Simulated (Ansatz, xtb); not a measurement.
## Ranking isomers of C4H7NOSi

10 gas-phase structures of C4H7NOSi, from a drawn sample of its isomers (lower ones may exist). Each was relaxed with GFN2-xTB:

A. `N[Si]1(O)C=CC=C1`, a singlet
B. `NC1=CC=C(O)[SiH2]1`, a singlet
C. `N[Si@@H]1C=CC(O)=C1`, a singlet
D. `NC1=C(O)C=C[SiH2]1`, a singlet
E. `N[Si@@H]1C=CC=C1O`, a singlet
F. `NC1=CC=C[Si@@H]1O`, a singlet
G. `NC1=C[SiH2]C(O)=C1`, a singlet
H. `NC1=C(O)[SiH2]C=C1`, a singlet
I. `NC1=C[Si@@H](O)C=C1`, a singlet
J. `NC1=CC(O)=C[SiH2]1`, a singlet

Task: Estimate their order in r2SCAN-D4/def2-SVP energy at these geometries, lowest first.

Result: Calculated order at r2SCAN-D4/def2-SVP: A (0.000), I (0.598), F (0.756), C (1.233), E (1.409), J (1.836), G (1.901), D (2.152), B (2.258), H (2.267) eV. Less than 1 kcal/mol parts B and H, so the order within that pair means little.

Energies above the lowest of each column, in eV; the last columns are at PBE0-D3(BJ)/def2-SVP geometries and were run for some of them only (a dash: not run or not comparable):

```json
{"structure": "A", "GFN2-xTB": "0.000", "HF/STO-3G": "0.000", "r2SCAN-D4/def2-SVP": "0.000", "PBE0-D3(BJ)/def2-SVP": "0.000", "CCSD(T)/def2-SVP + ΔMP2/def2-TZVPP": "0.000"}
{"structure": "I", "GFN2-xTB": "0.032", "HF/STO-3G": "0.700", "r2SCAN-D4/def2-SVP": "0.598", "PBE0-D3(BJ)/def2-SVP": "0.557", "CCSD(T)/def2-SVP + ΔMP2/def2-TZVPP": "0.879"}
{"structure": "F", "GFN2-xTB": "0.090", "HF/STO-3G": "0.782", "r2SCAN-D4/def2-SVP": "0.756", "PBE0-D3(BJ)/def2-SVP": "0.700", "CCSD(T)/def2-SVP + ΔMP2/def2-TZVPP": "1.124"}
{"structure": "C", "GFN2-xTB": "0.903", "HF/STO-3G": "0.527", "r2SCAN-D4/def2-SVP": "1.233", "PBE0-D3(BJ)/def2-SVP": "–", "CCSD(T)/def2-SVP + ΔMP2/def2-TZVPP": "–"}
{"structure": "E", "GFN2-xTB": "0.966", "HF/STO-3G": "0.664", "r2SCAN-D4/def2-SVP": "1.409", "PBE0-D3(BJ)/def2-SVP": "–", "CCSD(T)/def2-SVP + ΔMP2/def2-TZVPP": "–"}
{"structure": "J", "GFN2-xTB": "1.094", "HF/STO-3G": "1.161", "r2SCAN-D4/def2-SVP": "1.836", "PBE0-D3(BJ)/def2-SVP": "–", "CCSD(T)/def2-SVP + ΔMP2/def2-TZVPP": "–"}
{"structure": "G", "GFN2-xTB": "1.127", "HF/STO-3G": "1.258", "r2SCAN-D4/def2-SVP": "1.901", "PBE0-D3(BJ)/def2-SVP": "–", "CCSD(T)/def2-SVP + ΔMP2/def2-TZVPP": "–"}
{"structure": "D", "GFN2-xTB": "1.324", "HF/STO-3G": "1.279", "r2SCAN-D4/def2-SVP": "2.152", "PBE0-D3(BJ)/def2-SVP": "–", "CCSD(T)/def2-SVP + ΔMP2/def2-TZVPP": "–"}
{"structure": "B", "GFN2-xTB": "1.262", "HF/STO-3G": "1.188", "r2SCAN-D4/def2-SVP": "2.258", "PBE0-D3(BJ)/def2-SVP": "–", "CCSD(T)/def2-SVP + ΔMP2/def2-TZVPP": "–"}
{"structure": "H", "GFN2-xTB": "1.346", "HF/STO-3G": "1.256", "r2SCAN-D4/def2-SVP": "2.267", "PBE0-D3(BJ)/def2-SVP": "–", "CCSD(T)/def2-SVP + ΔMP2/def2-TZVPP": "–"}
```

Every level run on A puts it lowest or level with the lowest. Some further structures that were screened fall inside this span and aren't listed. Flexible structures stand in one conformer each, not always the lowest. Frequencies (GFN2-xTB) were run for A, F, I alone. The ΔMP2 step shifts differences by up to 0.215 eV, which makes them less sure. ΔMP2 is the change of the MP2 energy from the smaller to the larger basis.

Over these structures GFN2-xTB departs from r2SCAN-D4/def2-SVP by 0.233 eV on average once a common shift is removed. A GFN2-xTB relaxation took about 0.14 s and the r2SCAN-D4/def2-SVP energy about 2.8 s on a shared host (Ansatz 0.2.0, xtb 6.7.1).
